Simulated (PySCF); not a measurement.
CH₂FNO₂Si, SMILES O[Si@@H](F)OC#N.

Coordinates come from a B3LYP-D3(BJ)/def2-SVP optimisation. The structure was generated by enumeration; whether it is a known compound was not checked. The values are those of a single conformer.

Method: B3LYP/def2-TZVP (PySCF).

The molecule is in vacuum.

Computed frontier levels, gap, dipole moment and polarisability:
```
Item                                                                                                             Value
---------------------------------------------------------------------------------------------  -----------------------
highest occupied level                                                                                        -8.70 eV
lowest empty level                                                                                            -0.46 eV
orbital gap                                                                                                    8.24 eV
dipole moment                                                                                                   4.59 D
quadrupole, principal values (traceless, Buckingham form, about the centre of nuclear charge)  -14.87, 1.52, 13.34 D·Å
mean static polarisability                                                                        43.8 bohr³ (6.49 Å³)
polarisability, principal values                                                                34.5, 36.9, 60.0 bohr³
```
